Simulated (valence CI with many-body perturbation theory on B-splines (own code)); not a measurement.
# Cl XIII: calculated level list

Computed by relativistic CI+MBPT: three valence electrons over a frozen Dirac-Fock core [He], a basis of 11 s, 11 p, 9 d, 7 f, 5 g, 2 h, 1 i functions for each j, with the one-electron correlation potential Σ1, the two-electron term Σ2, the three-electron term Σ3, Breit, model QED; selected CI, second order for the rest, scaled by the run's own slope (own B-spline code, finite nucleus).

No measured levels were compared; by estimate levels of excited configurations hold to 0.05 to 0.15 % of their energy, terms of the ground configuration to about 0.5 %.

Levels 1 to 45 of 75, with energies above the lowest level, 2s2 2p 2P°_1/2. "Leading %" is the weight of the configuration and term that name the level; weights of strongly mixed levels are sums over their largest components and can fall short. In the jj column 3d3/2^4 stands for four electrons in 3d with j = 3/2.

| No. | Configuration | Term | J | E (× 10³ cm⁻¹) | Leading % | Leading jj | g |
| --- | --- | --- | --- | --- | --- | --- | --- |
| 1 | 2s2 2p | 2P° | 1/2 | 0.00 | 97 | 2s^2 2p1/2 (97 %) | 0.664 |
| 2 | 2s2 2p | 2P° | 3/2 | 17.41 | 97 | 2s^2 2p3/2 (97 %) | 1.333 |
| 3 | 2s 2p2 | 4P | 1/2 | 211.22 | 100 | 2s 2p1/2^2 (49 %) | 2.666 |
| 4 | 2s 2p2 | 4P | 3/2 | 217.69 | 100 | 2s 2p1/2 2p3/2 (90 %) | 1.733 |
| 5 | 2s 2p2 | 4P | 5/2 | 226.55 | 100 | 2s 2p3/2^2 (61 %) | 1.598 |
| 6 | 2s 2p2 | 2D | 3/2 | 377.88 | 99 | 2s 2p1/2 2p3/2 (71 %) | 0.800 |
| 7 | 2s 2p2 | 2D | 5/2 | 378.42 | 100 | 2s 2p1/2 2p3/2 (61 %) | 1.200 |
| 8 | 2s 2p2 | 2S | 1/2 | 476.86 | 86 | 2s 2p1/2^2 (46 %) | 1.818 |
| 9 | 2s 2p2 | 2P | 1/2 | 504.33 | 86 | 2s 2p1/2 2p3/2 (56 %) | 0.850 |
| 10 | 2s 2p2 | 2P | 3/2 | 512.44 | 99 | 2s 2p3/2^2 (61 %) | 1.331 |
| 11 | 2p3 | 4S° | 3/2 | 663.07 | 100 | 2p1/2 2p3/2^2 (54 %) | 1.998 |
| 12 | 2p3 | 2D° | 3/2 | 749.63 | 98 | 2p1/2 2p3/2^2 (45 %) | 0.809 |
| 13 | 2p3 | 2D° | 5/2 | 750.69 | 100 | 2p1/2 2p3/2^2 (100 %) | 1.199 |
| 14 | 2p3 | 2P° | 1/2 | 840.51 | 97 | 2p1/2 2p3/2^2 (97 %) | 0.664 |
| 15 | 2p3 | 2P° | 3/2 | 843.31 | 95 | 2p3/2^3 (62 %) | 1.325 |
| 16 | 2s2 3s | 2S | 1/2 | 2971.3 | 93 | 2s^2 3s (93 %) | 2.002 |
| 17 | 2s2 3p | 2P° | 1/2 | 3076.0 | 90 | 2s^2 3p1/2 (90 %) | 0.665 |
| 18 | 2s2 3p | 2P° | 3/2 | 3080.8 | 90 | 2s^2 3p3/2 (90 %) | 1.334 |
| 19 | 2s2 3d | 2D | 3/2 | 3178.2 | 94 | 2s^2 3d3/2 (94 %) | 0.799 |
| 20 | 2s2 3d | 2D | 5/2 | 3179.5 | 94 | 2s^2 3d5/2 (94 %) | 1.200 |
| 21 | 2s 2p 3s | 4P° | 1/2 | 3187.8 | 98 | 2s 2p1/2 3s (90 %) | 2.662 |
| 22 | 2s 2p 3s | 4P° | 3/2 | 3193.3 | 98 | 2s 2p1/2 3s (62 %) | 1.730 |
| 23 | 2s 2p 3s | 4P° | 5/2 | 3204.1 | 98 | 2s 2p3/2 3s (98 %) | 1.600 |
| 24 | 2s 2p 3s | 2P° | 1/2 | 3239.3 | 95 | 2s 2p1/2 3s (74 %) | 0.670 |
| 25 | 2s 2p 3s | 2P° | 3/2 | 3251.1 | 94 | 2s 2p3/2 3s (87 %) | 1.335 |
| 26 | 2s 2p 3p | 4D | 1/2 | 3281.1 | 64 | 2s 2p1/2 3p1/2 (91 %) | 0.236 |
| 27 | 2s 2p 3p | 4D | 3/2 | 3286.0 | 69 | 2s 2p1/2 3p1/2 (61 %) | 1.243 |
| 28 | 2s 2p 3p | 2P | 1/2 | 3291.7 | 61 | 2s 2p1/2 3p3/2 (44 %) | 0.442 |
| 29 | 2s 2p 3p | 2P | 3/2 | 3293.7 | 61 | 2s 2p1/2 3p3/2 (42 %) | 1.321 |
| 30 | 2s 2p 3p | 4D | 5/2 | 3294.6 | 98 | 2s 2p1/2 3p3/2 (47 %) | 1.373 |
| 31 | 2s 2p 3p | 4D | 7/2 | 3304.2 | 99 | 2s 2p3/2 3p3/2 (99 %) | 1.428 |
| 32 | 2s 2p 3p | 4S | 3/2 | 3314.3 | 86 | 2s 2p3/2 3p3/2 (51 %) | 1.939 |
| 33 | 2s 2p 3p | 4P | 1/2 | 3324.2 | 98 | 2s 2p1/2 3p1/2 (52 %) | 2.656 |
| 34 | 2s 2p 3p | 4P | 3/2 | 3330.2 | 89 | 2s 2p3/2 3p1/2 (69 %) | 1.740 |
| 35 | 2s 2p 3p | 4P | 5/2 | 3334.4 | 94 | 2s 2p3/2 3p3/2 (48 %) | 1.581 |
| 36 | 2s 2p 3p | 2D | 3/2 | 3338.5 | 95 | 2s 2p1/2 3p3/2 (55 %) | 0.821 |
| 37 | 2s 2p 3p | 2D | 5/2 | 3349.6 | 94 | 2s 2p3/2 3p3/2 (64 %) | 1.217 |
| 38 | 2s 2p 3d | 4F° | 3/2 | 3370.0 | 97 | 2s 2p1/2 3d3/2 (84 %) | 0.413 |
| 39 | 2s 2p 3d | 4F° | 5/2 | 3373.3 | 96 | 2s 2p1/2 3d3/2 (40 %) | 1.037 |
| 40 | 2s 2p 3p | 2S | 1/2 | 3376.8 | 97 | 2s 2p3/2 3p3/2 (63 %) | 1.994 |
| 41 | 2s 2p 3d | 4F° | 7/2 | 3378.3 | 96 | 2s 2p1/2 3d5/2 (46 %) | 1.244 |
| 42 | 2s 2p 3d | 4F° | 9/2 | 3386.1 | 100 | 2s 2p3/2 3d5/2 (100 %) | 1.333 |
| 43 | 2s 2p 3d | 4D° | 5/2 | 3398.6 | 49 | 2s 2p1/2 3d5/2 (74 %) | 1.394 |
| 44 | 2s 2p 3d | 4D° | 1/2 | 3398.7 | 93 | 2s 2p1/2 3d3/2 (58 %) | 0.086 |
| 45 | 2s 2p 3d | 4D° | 3/2 | 3398.8 | 78 | 2s 2p1/2 3d5/2 (38 %) | 1.220 |

Names give the largest LS component (configuration and term), which can be under half, so a name can repeat, a term be missing and a line seem to break the LS rules; names also repeat where a configuration has a term twice.

The ionisation energy to 2s2 1S_0 of the next ion comes out as 656.28 eV (NIST: 656.3 ± 0.12 eV (semi-empirical)). All 75 levels together are meant to be complete up to 3647.7 × 10³ cm⁻¹.
